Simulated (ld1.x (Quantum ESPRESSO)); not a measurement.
# What one change does to a pseudopotential (Au, TM semilocal)

Au (Z = 79), norm-conserving Troullier–Martins (semilocal form), made with ld1.x (Quantum ESPRESSO) 7.5 (PBE, scalar-relativistic). Core [Kr] 4d10 4f14 5s2, reference 5p6 5d9.5 6s0 6p0 (charge +1.5). Waves: 5p (bound): rc 1.45 bohr; 5d (bound): rc 2.20 bohr; 6s (bound, empty): rc 1.95 bohr. Local part: the s channel. Core correction: none.

All-electron outer shells of the reference configuration (PBE, scalar-relativistic, ld1.x):

```
shell  level (eV)  outermost node (bohr)  outermost maximum (bohr)
   4f      -95.98                      –                      0.37
   5p      -74.62                   0.52                      0.96
   5d      -21.15                   0.56                      1.21
   6s      -17.85                   1.11                      2.18
   6p      -10.50                   1.30                      2.84
```

Change: reference 5p6 5d10 6s1 6p0.

Cutoffs: the cutoffs (Ry, on a coarse ladder) from which the occupation-weighted sum of valence levels, in a spherical-Bessel basis at the reference potential, stays within 10 and 1 mRy of its value at 400 Ry; they do not see the model core or the augmentation charge, which bear on the density cutoff. Errors are all-electron minus pseudo energies relative to the spin-unpolarised reference configuration.

**Question.** What does the change do?

**Answer.** The potential gets neither clearly harder nor softer (70 Ry and 110 Ry → 70 Ry and 110 Ry); the range in which the p phases agree widens (upper end -0.9 → 0.1); the range in which the d phases agree widens (upper end 1.9 → 3.0); neither file shows a bound ghost. A semilocal file is local in each channel, so a ghost entry of none says nothing of the separable form that plane-wave codes build from it.

```tsv
quantity	base	changed
cutoff, loose	70 Ry	70 Ry
cutoff, tight	110 Ry	110 Ry
bound ghosts	none	none
largest error over its own tests, meV	+109	+117
s: phases at 2.40 bohr within 0.05 rad from the reference energy up to (Ry; the scan ends near 5)	1.9	2.7
p: phases at 2.40 bohr within 0.05 rad from the reference energy up to (Ry; the scan ends near 5)	-0.9	0.1
d: phases at 2.40 bohr within 0.05 rad from the reference energy up to (Ry; the scan ends near 5)	1.9	3.0
```
